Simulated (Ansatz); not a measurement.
Cu₃O₄⁻, relaxed as a singlet with RKS B3LYP-D4/def2-SVPD in Ansatz, starting from the GFN1-xTB geometry. Force threshold 0.02 eV/Å.

The structure holds 1 bond(s) between oxygen atoms. The restricted singlet is unstable towards broken spin symmetry at other levels; at B3LYP-D4/def2-SVPD this wasn't settled. The relaxation made no stability test and no search for a lower SCF solution. No other spin state of charge -1 was run. The structure comes from a short search, and lower isomers may exist.

Start:

Cartesian coordinates in Å:
```
Cu -1.404 0.851 -0.735
Cu -0.422 -1.159 0.126
Cu 0.844 0.904 0.096
O 1.937 -0.335 0.809
O -2.007 -0.878 -0.540
O 1.187 -1.559 0.825
O -0.135 2.177 -0.581
```

(1) Estimate the energy that the relaxation releases and the steps that it takes.

(2) Does the start keep its bonding and symmetry?

(3) Predict the relaxed structure.

## Answers

(1) 0.45 eV, in 7 steps; 33 s on 4 threads of Intel Xeon 6975P-C on a shared host. No frequencies were taken in this run, so the end may be a saddle point.

(2) By distances, no bond broke or formed. The bond that changes most is Cu2–Cu3, from 2.42 to 2.84 Å (atoms count from 1). Point group C2v at the start, C2v at the end, both within 0.05 Å.

(3) 
```xyz
7

Cu   -1.365    0.827   -0.716
Cu   -0.499   -1.359    0.147
Cu    0.988    1.063    0.111
O     1.925   -0.365    0.814
O    -2.061   -0.839   -0.576
O     1.207   -1.533    0.832
O    -0.195    2.206   -0.613
```
Bond lengths (bridged metal pairs left out): 6 × Cu–O 1.80 to 1.85 Å; 1 × Cu–Cu 2.84 Å; 1 × O–O 1.37 Å.
